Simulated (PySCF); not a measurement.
PySCF job for C4H7BFN, SMILES FCB1C=CCN1, PBE0/pcSseg-1. Geometry: PBE0-D3(BJ)/def2-SVP. The structure was generated by enumeration, and PubChem lists no compound with its InChIKey, so it may never have been made. Other conformers were not sampled.

```python
import numpy as np
from pyscf import gto, scf, dft
from pyscf.prop.nmr import rks as nmr

mol = gto.M(
    atom='''
    F     0.50423510    2.55009007    0.00000000
    C    -0.65318843    1.78713685   -0.00000000
    B    -0.33562945    0.24398486   -0.00000000
    C    -1.28479743   -1.00074891    0.00000000
    C    -0.48333176   -2.08483796   -0.00000000
    C     0.96775007   -1.71872092   -0.00000000
    N     0.96505345   -0.27917336    0.00000000
    H    -1.25838031    2.06496927    0.88373120
    H    -1.25838031    2.06496928   -0.88373120
    H    -2.37502350   -1.07125080   -0.00000000
    H    -0.79887079   -3.13302026    0.00000001
    H     1.48250181   -2.13977081   -0.88560085
    H     1.48250180   -2.13977081    0.88560086
    H     1.83171387    0.24037834    0.00000000
    ''',
    basis='pcSseg-1',
    charge=0,
    spin=0,
    max_memory=1600,
    verbose=3,
)
mf = dft.RKS(mol, xc='pbe0')
mf.grids.level = 3
mf.conv_tol = 1e-10
mf.max_cycle = 100
mf.kernel()
n = nmr.NMR(mf)
n.verbose = 2
n.max_cycle_cphf = 60
sigma = n.kernel()
print('atom   isotropic/ppm   span/ppm')
for i, s in enumerate(sigma):
    w = np.linalg.eigvalsh((s + s.T) / 2)
    print(f'{mol.atom_symbol(i):2s}{i + 1:3d} {w.mean():14.3f} {w[2] - w[0]:11.3f}')
```

Program output:

```
converged SCF energy = -335.692725364251
atom   isotropic/ppm   span/ppm
F   1        472.851      60.565
C   2        105.667     109.193
B   3         59.755      80.200
C   4         45.410     234.253
C   5         23.023     244.286
C   6        126.795      32.177
N   7        138.160     164.107
H   8         26.401       8.945
H   9         26.401       8.945
H  10         24.882       4.121
H  11         23.931       2.939
H  12         27.308      10.573
H  13         27.308      10.573
H  14         26.376      11.389
```

Self-consistency was reached.
